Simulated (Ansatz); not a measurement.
Z-matrix (Å, degrees):
```
C
O 1 1.393
H 1 1.098 2 111.6
H 1 1.099 2 112.3 3 -121.0
H 1 1.096 2 110.3 3 119.2
Al 2 1.752 1 131.3 3 84.6
C 6 1.958 2 116.0 1 42.0
C 6 1.964 2 116.9 1 -111.2
O 6 2.008 2 83.1 1 149.2
H 7 1.095 6 111.9 2 161.6
H 7 1.095 6 112.3 2 40.8
H 7 1.096 6 111.5 2 -79.2
H 8 1.096 6 112.5 2 -154.9
H 8 1.095 6 113.0 2 -32.7
H 8 1.096 6 110.8 2 86.5
H 9 0.963 6 114.6 2 110.9
H 9 0.979 6 90.9 2 0.7
```

Charge 0, multiplicity 1.

List the r2SCAN/def2-TZVPP orbital energies in eV (Ansatz 0.2.0). (An estimate is asked.)

Ansatz gave: Occupied: -1515.72, -517.81, -514.63, -273.78, -271.64, -271.53, -109.21, -69.53, -69.38, -69.31, -28.69, -25.36, -17.12, -16.91, -16.82, -15.54, -12.38, -11.52, -10.82, -10.70, -9.90, -9.42, -9.30, -9.13, -9.12, -7.74, -6.60, -6.45, -5.78. Lowest empty: -0.12, 0.85, 1.69, 1.86, 2.36, 2.66, 2.88, 3.10.
